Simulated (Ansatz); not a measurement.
C$_{8}$H$_{16}$O, SMILES `CCCCC(C=O)CC`, charge 0, multiplicity 1.

Problem. Give a relaxed structure at PBE0-D4/def2-TZVP (the Gaussian-basis code of Ansatz). (Estimate.)

Solution. The calculation gave: 
Z-matrix (Å, degrees):
```
C
C 1 1.520
H 1 1.092 2 111.2
H 1 1.094 2 111.0 3 -119.7
H 1 1.092 2 112.0 3 120.0
C 2 1.523 1 114.0 3 176.4
H 2 1.096 1 109.6 3 -61.0
H 2 1.095 1 109.1 3 54.6
C 6 1.521 2 114.3 1 64.1
H 6 1.097 2 109.4 1 -58.5
H 6 1.097 2 108.9 1 -173.6
C 9 1.523 6 112.6 2 176.4
H 9 1.094 6 110.3 2 -61.9
H 9 1.097 6 109.1 2 54.4
C 12 1.507 9 110.9 6 -67.1
C 12 1.538 9 113.4 6 169.7
H 12 1.095 9 109.7 6 49.9
O 15 1.200 12 124.7 9 147.3
H 15 1.115 12 115.2 9 -34.2
C 16 1.521 12 115.3 9 60.8
H 16 1.094 12 108.0 9 -176.2
H 16 1.095 12 107.5 9 -61.6
H 20 1.092 16 111.9 12 -59.9
H 20 1.092 16 110.4 12 -179.5
H 20 1.093 16 111.9 12 61.2
```
This is one stationary point; other conformers may exist.
